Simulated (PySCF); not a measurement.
C₃H₄O, SMILES O=C1CC1.

Geometry optimised at B3LYP-D3(BJ)/def2-SVP.

Computed with PBE/def2-TZVPD run with PySCF.

Symmetry labels are those of the subgroup C2v that the program uses (full group C2v).

Q: List the valence orbital energies around the gap with their symmetry. (An estimate is asked for; the answer gives what the named calculation found.)

A: 
```json
[
 {"orbital": "HOMO−7", "symmetry": "A1", "energy (eV)": "-13.65"},
 {"orbital": "HOMO−6", "symmetry": "B1", "energy (eV)": "-12.47"},
 {"orbital": "HOMO−5", "symmetry": "A1", "energy (eV)": "-11.46"},
 {"orbital": "HOMO−4", "symmetry": "B2", "energy (eV)": "-10.21"},
 {"orbital": "HOMO−3", "symmetry": "A2", "energy (eV)": "-9.55"},
 {"orbital": "HOMO−2", "symmetry": "B1", "energy (eV)": "-9.35"},
 {"orbital": "HOMO−1", "symmetry": "A1", "energy (eV)": "-8.17"},
 {"orbital": "HOMO", "symmetry": "B2", "energy (eV)": "-5.56"},
 {"orbital": "LUMO", "symmetry": "B1", "energy (eV)": "-2.20"},
 {"orbital": "LUMO+1", "symmetry": "A1", "energy (eV)": "-0.36"},
 {"orbital": "LUMO+2", "symmetry": "B2", "energy (eV)": "0.30"},
 {"orbital": "LUMO+3", "symmetry": "A1", "energy (eV)": "0.81"}
]
```
